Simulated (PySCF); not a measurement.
**Two-dimensional NMR puzzle**

Compound of formula C$_{4}$H$_{7}$N$_{3}$OSi. Correlations simulated from computed shifts and the bond graph:

HSQC (one-bond C–H):
```tsv
δH	δC
8.34	137.3
2.92	31.2
```

HMBC (two and three bonds, from the bond graph):
```tsv
δH	δC
8.34	197.8, 154.6
5.37	137.3
2.92	197.8, 154.6
```

Carbons without hydrogens: δ 197.8, 154.6.

- GFN2-xTB geometry
- shieldings: GIAO PBE0/pcSseg-1
- run in PySCF 2.14
- averaged over atoms made equivalent by symmetry, fast rotation or ring inversion, one conformer, no relativistic terms, gas phase

δ = σ(ref) − σ, references computed at the same level: $^{1}$H (σref 31.72) and $^{13}$C (σref 186.93) against TMS.

Exchangeable hydrogens are left out of these lists.

Task: Assemble the structure.

Result: SMILES C1=C(C(C)=O)N=NN1[SiH3].

Mapped SMILES: `[CH3:1][C:2](=[O:3])[c:4]1[cH:5][n:6]([SiH3:7])[n:8][n:9]1` (H(Xn): hydrogen on atom n).

- δC 197.8 is C2, a ketone carbonyl carbon.
- δC 154.6 is C4, a substituted aromatic carbon next to a ring nitrogen.
- δC 137.3 is C5, an aromatic CH next to a ring nitrogen (δH 8.34).
- δC 31.2 is C1, a methyl carbon α to a carbonyl (δH 2.92).
- HMBC from δH 8.34 reaches the proton-free carbons C2, C4.
- HMBC from δH 2.92 reaches the proton-free carbons C2, C4.

This is the structure that produced the data.

Shifts are as computed. Against solution values, carbons near 30 ppm lie about +3 ppm off and those near 130 ppm about +5 ppm. Of 1211 compounds with measured shifts, 218 miss one by over three times the rms of a fit or turn the order of signals round; such compounds aren't used in these exercises.
